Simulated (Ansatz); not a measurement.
Isomers of SrO2⁻ (doublet), relaxed with PBE0-D4/def2-TZVPD; total energies from Ansatz at PBE-QIDH/def2-TZVPD.

```json
{"isomer": "A", "description": "point group D∞h; 2 × O–Sr 2.11 Å", "energy (Eh)": "-180.92722"}
{"isomer": "B", "description": "point group C2v; 2 × O–Sr 2.16 Å; 1 × O–O 1.48 Å", "energy (Eh)": "-180.94018"}
```

In the def2 sets Sr takes a core potential; there is no spin–orbit coupling. Correlated methods freeze 2 core orbitals; core or outer-core shells of Sr are correlated, in sets that lack core-valence functions.

The isomers come from a short search, and lower ones may exist.

**Question.** Work out the relative energies (1 Eh = 2625.5 kJ/mol) and the Boltzmann populations at 800 K from electronic energies alone (R = 8.314 J/mol/K).

**Answer.** ΔE: A 34.0, B 0.0 kJ/mol. RT = 6.65 kJ/mol. Factors exp(−ΔE/RT): A 0.00602, B 1; sum 1.006. Populations: A 0.6 %, B 99.4 %. Zero-point energy, vibrational entropy and symmetry numbers are left out and can shift these; an error of 4 kJ/mol changes a ratio by a factor of 1.8. Over the other density-functional and correlated levels in def2 sets, the gap between B and A ranges from -29 to 10 kJ/mol.
